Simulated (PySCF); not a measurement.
Telling isomers of C7H14OSi apart by NMR

- σ from GIAO-PBE0/pcSseg-1
- geometry: GFN2-xTB
- code: PySCF 2.14
- gas phase, relativity neglected, one computed conformer, rapidly exchanging positions averaged

References, each an isolated molecule treated in the same way: 1H and 13C against TMS. Where no couplings were computed, multiplicities follow the n + 1 count of equivalent neighbours, and m marks all less simple cases (inequivalent or close neighbours, rings, F or P nearby). Shifts are as computed. Against solution values, carbons near 30 ppm lie about +3 ppm off and those near 130 ppm about +5 ppm. Of 1211 compounds with measured shifts, 218 miss one by over three times the rms of a fit or turn the order of signals round; such compounds aren't used in these exercises.

(1) Tabulate the signals of `C=CC(=C)O[Si](C)(C)C`, `C=C/C(=C\CO[SiH3])CC` and their relative energies.

(2) What is the quickest way to tell C=CC(=C)O[Si](C)(C)C from C=C/C(=C\CO[SiH3])CC?

Results:

(1) 
```tsv
SMILES	carbon types	δC	δH	E rel. (kcal/mol)
C=CC(=C)O[Si](C)(C)C	1×C 1×CH 2×CH2 3×CH3	163.7, 142.5, 122.3, 104.4, 1.0	6.43 (m, 1H), 5.84 (m, 1H), 5.48 (m, 1H), 4.72 (m, 1H), 4.65 (m, 1H), 0.16 (s, 9H)	0.0
C=C/C(=C\CO[SiH3])CC	1×C 2×CH 3×CH2 1×CH3	144.5, 142.5, 138.8, 119.4, 66.8, 30.7, 19.0	6.45 (m, 1H), 5.98 (t, 1H), 5.49 (m, 1H), 5.44 (m, 1H), 4.92 (s, 3H), 4.77 (d, 2H), 2.28 (q, 2H), 1.14 (t, 3H)	38.4
```

Energies are electronic energies at PBE0/pcSseg-1 on these geometries, without zero-point or thermal terms, each for the one conformer computed, which needn't be the lowest.

(2) Count the carbon signals: 5 against 7. The first has an alkene carbon bearing oxygen (C) at 163.7 ppm, the second an allylic sp3 CH2 at 30.7 ppm. Their most deshielded carbons lie at 163.7 and 144.5 ppm.
